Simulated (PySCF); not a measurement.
**Substituent effects on chemical shifts**

Parent skeleton `[CH2:1]=[CH:2][SiH:3]([SiH3:4])[Cl:5]`; one hydrogen on atom 4 is replaced by X. Hydrogens on one atom are averaged.

Non-relativistic, gas phase, equivalent nuclei averaged, a single conformation. Geometry: GFN2-xTB; σ from GIAO-PBE0/pcSseg-1; PySCF 2.14.0 with density-fitted response routines.

Chemical shifts δ = σref − σ; ¹³C (186.93 ppm) and ²⁹Si (349.16 ppm) and ¹H (31.72 ppm) vs TMS; HCl for ³⁵Cl (949.78 ppm), all at this level.

Four derivatives gave (δ, ppm):
| compound | C1 | C2 | Si3 | Si4 | Cl5 | H(C1) | H(C2) | H(Si3) | H(Si4) |
| --- | --- | --- | --- | --- | --- | --- | --- | --- | --- |
| 1 | 148.3 | 142.0 | -20.2 | -106.6 | -57.9 | 6.79 | 6.47 | 5.92 | 4.30 |
| 2 | 143.5 | 139.3 | -16.5 | -55.3 | -87.7 | 6.58 | 6.41 | 5.61 | 5.30 |
| 3 | 144.3 | 138.5 | -22.3 | -34.4 | -95.6 | 6.62 | 6.55 | 5.73 | 5.51 |
| 4 | 143.5 | 147.7 | -13.9 | -55.6 | -57.9 | 6.28 | 6.65 | 5.79 | 3.85 |

Q: Their substituents are CN, N=CH2, OSiH3, tBu. Which is which?

A: 1: X = CN (C=C[Si@@H](Cl)[SiH2]C#N); 2: X = N=CH2 (C=C[Si@@H](Cl)[SiH2]N=C); 3: X = OSiH3 (C=C[Si@H](Cl)[SiH2]O[SiH3]); 4: X = tBu (C=C[Si@H](Cl)[SiH2]C(C)(C)C).
